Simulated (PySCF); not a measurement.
# Radial density of In⁺ (indium, charge +1)

UHF, [Kr] 4d10 5s2, closed-shell 1S. Computed with PySCF 2.14 in def2-SVP with the def2 core potential (28 electrons) (4s4p2d, 26 functions), with scalar relativity through the core potential. This is the valence pseudo-density: the core potential removes the inner electrons and smooths the orbitals near the nucleus.

```tsv
r (bohr)	4πr²ρ (e/bohr)
0.0160	1.923e-05
0.0269	4.793e-05
0.0452	0.0001083
0.0761	0.0003835
0.128	0.004128
0.215	0.06512
0.362	1.366
0.609	14.44
1.02	18.26
1.72	4.344
2.90	0.8730
4.88	0.06971
8.20	0.0004908
```

Energies and moments cover only the electrons outside the core potential.
